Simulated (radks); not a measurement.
Values are calculated unless marked as measured or tabulated.
Spin polarisation of the 2p3 shell in the fluorine ion F2+. Start: [He] 2s2 2p(up 1.5, down 1.5); electrons of 2p are moved from spin down to spin up, other shells keep equal spins. Code: a radial shooting solver on a logarithmic mesh with Libxc functionals. Model: non-relativistic Kohn-Sham, BLYP, spin-polarised, spherical densities, point nucleus.

moment (Bohr magnetons)  E - E(0) (eV)  e(2p up) (eV)  e(2p down) (eV)  2s down minus up (eV)  1s down minus up (eV)
0                                0.000        -49.048          -49.048                  0.000                  0.000
0.75                            -0.340        -49.882          -48.074                  1.750                  0.704
1.5                             -1.350        -50.558          -46.989                  3.454                  1.399
2.25                            -3.006        -51.067          -45.823                  5.078                  2.076
3                               -5.272        -51.416          -44.591                  6.613                  2.735

At moment 3 the spin-polarisation energy is -5.272 eV and the 2p exchange splitting 6.825 eV, that is 2.275 eV per Bohr magneton; E = -I m^2/4 would give I = 2.343 eV.
